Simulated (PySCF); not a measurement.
Compound: C₇H₁₂.
SMILES with atom numbers: `[CH2:1]1[CH2:2][CH2:3][C@H:4]2[CH2:5][C@H:6]2[CH2:7]1` (hydrogens: H8, H9 on C1; H10, H11 on C2; H12, H13 on C3; H14 on C4; H15, H16 on C5; H17 on C6; H18, H19 on C7)

The same species was optimised twice, with GFN2-xTB and with PBE0-D3(BJ)/def2-SVP (PySCF), and the same property calculations (PySCF, gas phase) were run on both structures.

```tsv
coordinate	GFN2-xTB	PBE0-D3(BJ)/def2-SVP	change
C4–C6 (Å)	1.503	1.511	+0.008
C6–C7 (Å)	1.517	1.523	+0.006
C5–C6 (Å)	1.503	1.504	+0.001
C1–C2 (Å)	1.524	1.523	-0.001
C1–C7 (Å)	1.528	1.527	-0.001
C4–C5 (Å)	1.498	1.498	0.000
C3–C4 (Å)	1.513	1.513	0.000
C2–C3 (Å)	1.527	1.527	0.000
C1–C7–C6 (°)	112.0	113.3	+1.3
C2–C1–C7 (°)	110.3	111.5	+1.2
C2–C3–C4 (°)	112.6	113.4	+0.8
C1–C2–C3 (°)	110.0	110.6	+0.6
C3–C4–C6 (°)	120.7	120.1	-0.6
C3–C4–C5 (°)	121.1	121.5	+0.4
C5–C6–C7 (°)	119.5	119.9	+0.4
C4–C5–C6 (°)	60.1	60.5	+0.4
```

Rotational constants: A = 3848, B = 3024, C = 2063 MHz (GFN2-xTB) against A = 3826, B = 2991, C = 2042 MHz (PBE0-D3(BJ)/def2-SVP). Point groups within 0.08 Å: C1 and C1.

On the GFN2-xTB structure: lowest singlet, TDDFT (eV) 7.76 [wB97X-D/def2-SVPD]; lowest triplet, Tamm–Dancoff (eV) 7.64 [wB97X-D/def2-SVPD]; isotropic polarisability (au) 75.7 [wB97X-D/def2-SVPD]; HOMO (eV) -9.42 [wB97X-D/def2-SVPD]; LUMO (eV) 2.49 [wB97X-D/def2-SVPD]; dipole (D) 0.17 [wB97X-D/def2-SVPD]; HOMO (eV) -7.57 [PBE0/pcSseg-1]; LUMO (eV) 1.41 [PBE0/pcSseg-1]; dipole (D) 0.19 [PBE0/pcSseg-1]; GIAO shielding of C1/C2 (mean) (ppm) 161.8 [PBE0/pcSseg-1]; GIAO shielding of C3/C7 (mean) (ppm) 158.7 [PBE0/pcSseg-1]; GIAO shielding of C4/C6 (mean) (ppm) 174.1 [PBE0/pcSseg-1]; GIAO shielding of C5 (ppm) 174.1 [PBE0/pcSseg-1].

Task: What do these properties become on the PBE0-D3(BJ)/def2-SVP structure?

Result: 
```
                                    property              level  on GFN2-xTB  on PBE0-D3(BJ)/def2-SVP  change
                  lowest singlet, TDDFT (eV)  wB97X-D/def2-SVPD         7.76                     7.68   -0.08
           lowest triplet, Tamm–Dancoff (eV)  wB97X-D/def2-SVPD         7.64                     7.56   -0.08
               isotropic polarisability (au)  wB97X-D/def2-SVPD         75.7                     76.9    +1.2
                                   HOMO (eV)  wB97X-D/def2-SVPD        -9.42                    -9.39   +0.03
                                   LUMO (eV)  wB97X-D/def2-SVPD         2.49                     2.46   -0.03
                                  dipole (D)  wB97X-D/def2-SVPD         0.17                     0.17    0.00
energy, GFN2-xTB geometry as zero (kcal/mol)  wB97X-D/def2-SVPD          0.0                     -0.9    -0.9
                                   HOMO (eV)      PBE0/pcSseg-1        -7.57                    -7.53   +0.04
                                   LUMO (eV)      PBE0/pcSseg-1         1.41                     1.35   -0.06
                                  dipole (D)      PBE0/pcSseg-1         0.19                     0.19    0.00
energy, GFN2-xTB geometry as zero (kcal/mol)      PBE0/pcSseg-1          0.0                     -0.5    -0.5
        GIAO shielding of C1/C2 (mean) (ppm)      PBE0/pcSseg-1        161.8                    160.9    -0.9
        GIAO shielding of C3/C7 (mean) (ppm)      PBE0/pcSseg-1        158.7                    158.0    -0.7
        GIAO shielding of C4/C6 (mean) (ppm)      PBE0/pcSseg-1        174.1                    173.2    -0.9
                  GIAO shielding of C5 (ppm)      PBE0/pcSseg-1        174.1                    171.4    -2.7
```

The heavy atoms differ by 0.019 Å rms after alignment. Among bonds between heavy atoms C4–C6 changes most (+0.008 Å). Changes are differences of the printed values. Neither structure is proved a minimum here.

The pairwise dispersion term of wB97X-D wasn't added to the energies; at a given geometry it leaves orbitals and properties as they are.
